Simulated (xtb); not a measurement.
Harmonic IR lines of one isomer of C$_{2}$H$_{3}$NO, unscaled. All values below come from GFN2-xTB run with xtb.

wavenumber (cm⁻¹): 148 (vw), 290 (w), 456 (vw), 750 (w), 980 (w), 1035 (w), 1122 (w), 1347 (w), 1749 (vs), 1839 (s), 2703 (m), 2945 (w)

Identify which structure gives these lines.
A. `COC#N`
B. `[H]/N=C1/CO1`
C. `[H]/N=C/C=O`
D. `C=NC=O`

D, `C=NC=O`
